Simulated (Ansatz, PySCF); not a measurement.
Process, species as SMILES: [H]/[C-]=[O+]/[H] (CH2O) -> [CH-]=[O+] (CHO) + H atom (the H-O bond at the site shown breaks; other sites are not compared here)
Structures are relaxed separately at B3LYP-D3(BJ)/def2-TZVP in Ansatz (a quantum-chemistry and plane-wave program). Unstable Hartree-Fock reference: [H]/[C-]=[O+]/[H] (CH2O).
Geometry of the first species:
```xyz
4

C      0.0143    -0.0006    -0.7408
O      0.0072     0.0056     0.5677
H      0.8875     0.2601     0.8874
H     -1.0303    -0.3017    -0.9843
```
Charge 0, spin multiplicity 1.

Quantity: bond dissociation energy (0 K, with B3LYP-D3(BJ) harmonic zero-point energies from PySCF), in eV. Cores are frozen in the correlated levels unless marked. Open shells are spin-unrestricted. No spin-orbit coupling. Non-relativistic. CBS(X,Y): correlation extrapolated as X^-3; Hartree-Fock from the larger set.

```tsv
level	program	bond dissociation energy (eV)
PBE-D4/def2-TZVPD	Ansatz + dftd4	(withheld)
PBE0-D3(BJ)/def2-TZVP	Ansatz + dftd3	1.29
PBE0/def2-TZVP	Ansatz	1.28
LC-wPBE/def2-TZVPD	Ansatz	1.28
wB97M-V/def2-TZVPD	Ansatz	1.53
wB97X-V/def2-TZVPD	Ansatz	(withheld)
SCS-MP2/6-31G	Ansatz	0.71
SCS-MP2/def2-SVP	Ansatz	1.13
SCS-MP2/def2-SVPD	Ansatz	1.22
CCSD/aug-cc-pVDZ	Ansatz	(withheld)
CCSD/cc-pVQZ	Ansatz	1.53
CCSD(T)/CBS(aug-cc-pVTZ,aug-cc-pVQZ)	Ansatz	1.52
```

Some entries are withheld; supply them.


- PBE-D4/def2-TZVPD, bond dissociation energy (eV): 1.23
- wB97X-V/def2-TZVPD, bond dissociation energy (eV): 1.45
- CCSD/aug-cc-pVDZ, bond dissociation energy (eV): 1.44
